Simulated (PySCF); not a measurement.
**How methods differ on the excitation energy of Li**

Li [He] 2s1 (2S) → Li [He] 3d1 (2D), as a difference of total energies. Computed with PySCF 2.14 in aug-cc-pCVQZ (9s8p6d4f2g, 109 functions), with the non-relativistic Hamiltonian (point nucleus). Correlated levels: valence and next inner shell: nothing frozen. The calculations carry no spin-orbit coupling.

```json
{"method": "UHF", "excitation energy (eV)": "4.072"}
{"method": "LDA", "excitation energy (eV)": "3.837"}
{"method": "PBE", "excitation energy (eV)": "3.780"}
{"method": "PBE0", "excitation energy (eV)": "3.870"}
{"method": "r2SCAN", "excitation energy (eV)": "3.791"}
{"method": "LC-wPBE", "excitation energy (eV)": "4.180"}
{"method": "wB97X-V", "excitation energy (eV)": "4.152"}
{"method": "wB97X", "excitation energy (eV)": "3.922"}
{"method": "MP2 (valence and next inner shell)", "excitation energy (eV)": "4.109"}
{"method": "SCS-MP2 (valence and next inner shell)", "excitation energy (eV)": "4.105"}
```

Errors of the correlated levels include the incompleteness of this basis.

The promoted electron is Rydberg-like, and one or two diffuse shells describe it only roughly, which tends to raise the upper state.

Problem. Which method comes closest to the reference value, and which is furthest?

Solution. The reference is 3.879 eV (measured; NIST levels, between the centres of gravity of the two terms). Closest: PBE0 (error -0.009 eV); furthest: LC-wPBE (error 0.301 eV).
